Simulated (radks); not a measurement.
Results of a calculation; reference values are marked as such.
Br+, configuration [Ar] 3d10 4s2 4p4 (the NIST ground configuration). Level of theory: Dirac Kohn-Sham, SOGGA, spin-unpolarised, spherical densities, finite nucleus; open shells fill j = l - 1/2 first; Fermi nuclear charge, rms radius 4.1629 fm (a radial shooting solver on a logarithmic mesh with Libxc functionals).

Spin-orbit splittings of the eigenvalues, e(l+1/2) - e(l-1/2), with zeta = 2 splitting/(2l+1) and mean radii in bohr:

\begin{tabular}{lrrrrr}
shell & occ. & splitting (eV) & zeta (eV) & <r> j=l-1/2 & <r> j=l+1/2 \\ \hline
2p & 6 & 47.45 & 31.63 & 0.1628 & 0.1667 \\
3p & 6 & 6.835 & 4.556 & 0.5572 & 0.5677 \\
3d & 10 & 1.086 & 0.4344 & 0.5877 & 0.5918 \\
4p & 4 & 0.5712 & 0.3808 & 1.936 & 1.973 \\
\end{tabular}
